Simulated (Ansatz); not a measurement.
Mulliken charges of `F[SiH](F)[SiH](Cl)Cl` from r2SCAN/def2-TZVPP in Ansatz (PBE0-D4/def2-TZVP geometry).

```json
{"atom": "F1", "x (Å)": "0.846", "y (Å)": "-1.769", "z (Å)": "1.222", "charge (e)": "-0.301"}
{"atom": "Si2", "x (Å)": "1.062", "y (Å)": "-0.539", "z (Å)": "0.239", "charge (e)": "0.724"}
{"atom": "F3", "x (Å)": "1.725", "y (Å)": "-1.103", "z (Å)": "-1.090", "charge (e)": "-0.301"}
{"atom": "Si4", "x (Å)": "-1.024", "y (Å)": "0.401", "z (Å)": "-0.283", "charge (e)": "0.455"}
{"atom": "Cl5", "x (Å)": "-0.687", "y (Å)": "1.965", "z (Å)": "-1.561", "charge (e)": "-0.218"}
{"atom": "Cl6", "x (Å)": "-1.837", "y (Å)": "1.094", "z (Å)": "1.463", "charge (e)": "-0.218"}
{"atom": "H7", "x (Å)": "2.006", "y (Å)": "0.407", "z (Å)": "0.871", "charge (e)": "-0.080"}
{"atom": "H8", "x (Å)": "-1.998", "y (Å)": "-0.514", "z (Å)": "-0.917", "charge (e)": "-0.061"}
```

Task: By hand: the dipole of these point charges (1 e Å = 4.8032 D).

Result: Σ q r = (0.041, -0.011, 0.012) e Å, of length 0.044 e Å = 0.21 D.

Task: How does the dipole of the full density compare? (Best estimate.)

Result: Ansatz gave: (-0.034, 0.052, 0.002) e Å, 0.30 D; the point charges give 0.70 times that, at 135° from its direction, so they point the opposite way.

Point charges leave out the atoms' own dipoles, such as those of lone pairs, and Mulliken's split depends on the basis, so the two needn't agree.
